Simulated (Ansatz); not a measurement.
Geometry optimisation, RKS PBE/def2-SVP in Ansatz.

Input file:

```yaml
crystal:
  periodic: [false, false, false]
  atoms:
    - { symbol: Ge, position_ang: [0.0, 0.0, 0.0] }
    - { symbol: O, position_ang: [0.0, 0.0, 2.12] }
    - { symbol: H, position_ang: [-0.9095, -0.2814, 2.4571] }
    - { symbol: Cl, position_ang: [2.0935, 0.0, -0.7393] }
    - { symbol: F, position_ang: [-0.7913, 1.3709, -0.5594] }
    - { symbol: Cl, position_ang: [-1.0456, -1.8115, -0.7393] }
    - { symbol: O, position_ang: [1.0804, -1.6406, 0.6527] }
    - { symbol: Si, position_ang: [0.5103, -3.2207, 0.6807] }
    - { symbol: H, position_ang: [1.2225, -4.0135, -0.3172] }
    - { symbol: H, position_ang: [0.7305, -3.7948, 2.0049] }
    - { symbol: H, position_ang: [-0.9181, -3.2289, 0.3788] }
    - { symbol: H, position_ang: [0.6833, -1.0376, 1.7535] }
basis:
  gaussian: { orbitals: def2-SVP }
hamiltonian:
  xc: pbe
relax:
  f_tol: 0.15
  max_steps: 25
  restrain:
    - { distance: [0, 6], at: 1.77, k: 30.0 }
    - { distance: [11, 1], at: 1.01, k: 30.0 }
    - { distance: [0, 1], at: 2.97, k: 30.0 }
    - { distance: [11, 6], at: 2.21, k: 30.0 }
```

Launched with:

```bash
$ ansatz run input.yaml --threads 4 --pin off --max-ram 5120MiB --backend cpu --events-out ev --progress --plain --runs-dir out
```

Problem. Where does it end, and by what steps?

Solution. The forces met the threshold. The restraints hold the end off the free minimum; the threshold counts their pulls, which the force column leaves out. Restrained pairs: Ge1–O7 (2.07 → 1.77 Å), O2–H12 (1.30 → 0.99 Å), Ge1–O2 (2.12 → 2.97 Å), O7–H12 (1.32 → 2.21 Å). After 16 steps the energy has fallen by 4.396 eV (the restraints' own energy left out); Cl6 moved furthest, 1.57 Å.

| step | energy less start (eV) | largest force component (eV/Å) | accepted |
| --- | --- | --- | --- |
| 0 | 0.0000 | 4.287 | yes |
| 1 | -0.3621 | 3.341 | yes |
| 2 | -0.8374 | 3.183 | yes |
| 3 | -2.0255 | 2.173 | yes |
| 4 | -2.9107 | 1.457 | yes |
| 5 | -3.4481 | 1.246 | yes |
| 6 | -3.7381 | 1.268 | yes |
| 7 | -3.9292 | 0.944 | yes |
| 8 | -4.0143 | 0.717 | yes |
| 9 | -4.0625 | 0.549 | yes |
| 10 | -4.1263 | 0.820 | yes |
| 11 | -4.2008 | 0.972 | yes |
| 12 | -4.2949 | 0.763 | yes |
| 13 | -4.3594 | 0.558 | yes |
| 14 | -4.3823 | 0.616 | yes |
| 15 | -4.3933 | 0.614 | yes |
| 16 | -4.3960 | 0.652 | yes |

```xyz
12
Properties=species:S:1:pos:R:3
Ge 0.164 -0.547 -0.330
O 0.566 0.522 2.407
H -0.401 0.650 2.349
Cl 1.778 0.786 -0.729
F -1.257 0.293 0.240
Cl -0.485 -1.480 -2.170
O 0.561 -1.851 0.801
Si 0.318 -3.533 0.658
H 1.086 -4.096 -0.502
H 0.829 -4.106 1.946
H -1.145 -3.836 0.504
H 0.641 -0.460 2.518
```

The run took 58 s on 4 threads of Intel(R) Xeon(R) Platinum 8488C (Sapphire Rapids) (shared host), peak memory 0.27 GiB.
